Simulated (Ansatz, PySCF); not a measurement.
Spin states of I2Zr (SMILES [I][Zr][I]), each relaxed with B3LYP-D3(BJ)/def2-TZVP.
State 1 (charge 0, multiplicity 3):
```xyz
3

Zr     0.34644     0.12688     0.06116
I     -0.42802     2.01570    -1.75820
I      0.04851    -2.09520     1.62672
```
State 2 (charge 0, multiplicity 1):
```xyz
3

Zr     0.536     0.186     0.106
I     -0.512     1.877    -1.691
I     -0.057    -2.016     1.515
```

```
level                     energy of the multiplicity-1 state less that of the multiplicity-3 state (kJ/mol)  cost
------------------------  ---------------------------------------------------------------------------------  ----
SVWN5/def2-TZVPP                                                                                       29.0  ×0.5
PBE/def2-TZVPP                                                                                         58.2    ×1
BLYP/def2-TZVPP                                                                                        48.2    ×1
BLYP-D3(BJ)/def2-TZVPP                                                                                 47.2    ×1
BLYP-D4/def2-TZVPP                                                                                     47.2    ×1
r2SCAN-D3(BJ)/def2-TZVPP                                                                              100.8    ×3
B3LYP/def2-TZVPP                                                                                       59.7  ×0.5
B3LYP-D3(BJ)/def2-TZVPP                                                                                58.9  ×0.5
B3LYP-D4/def2-TZVPP                                                                                    58.9  ×0.5
PBE0-D3(BJ)/def2-TZVPP                                                                                 74.8  ×0.9
PBE0-D4/def2-TZVPP                                                                                     74.8  ×0.9
BHLYP/def2-TZVPP                                                                                       77.8  ×0.5
BHLYP-D3(BJ)/def2-TZVPP                                                                                77.1  ×0.5
BHLYP-D4/def2-TZVPP                                                                                    77.0  ×0.5
CAM-B3LYP/def2-TZVPP                                                                                   62.3  ×0.5
CAM-B3LYP-D4/def2-TZVPP                                                                                61.8  ×0.5
wB97M-V/def2-TZVPP                                                                                     39.3    ×2
B2PLYP/def2-TZVPP                                                                                      51.7    ×1
CCSD/def2-SVP                                                                                          45.5     -
CCSD(T)/def2-SVP                                                                                       24.5    ×6
```

The rows run from 24.5 (CCSD(T)/def2-SVP) to 100.8 kJ/mol (r2SCAN-D3(BJ)/def2-TZVPP). The dispersion term adds -0.9 in BLYP-D3(BJ), -0.9 in BLYP-D4, -0.8 in B3LYP-D3(BJ). The 8 functionals in def2-TZVPP without D3 or D4 span 48.8, from SVWN5 to BHLYP.

Singlets are restricted, other states unrestricted; no spin–orbit coupling, no relativity up to Kr; see below for the cores. The largest T1 diagnostic is 0.020.

Correlated levels freeze the inner cores; with def2 sets outer-core shells near the valence are correlated too.

Doubts at one or more of the structures used: a restricted determinant that unrestricted orbitals would lower (B2PLYP/def2-TZVPP, CCSD/def2-SVP, CCSD(T)/def2-SVP).

The values were computed with Ansatz (a first-principles code) with Gaussian orbitals; PySCF for the dispersion terms.  In def2 rows elements past Kr take small-core potentials, without spin–orbit coupling.

Costs are rough ratios of core time to PBE/def2-TZVPP (about 90 s over the structures, on one shared machine); a dash marks a level with no comparable run of its own.
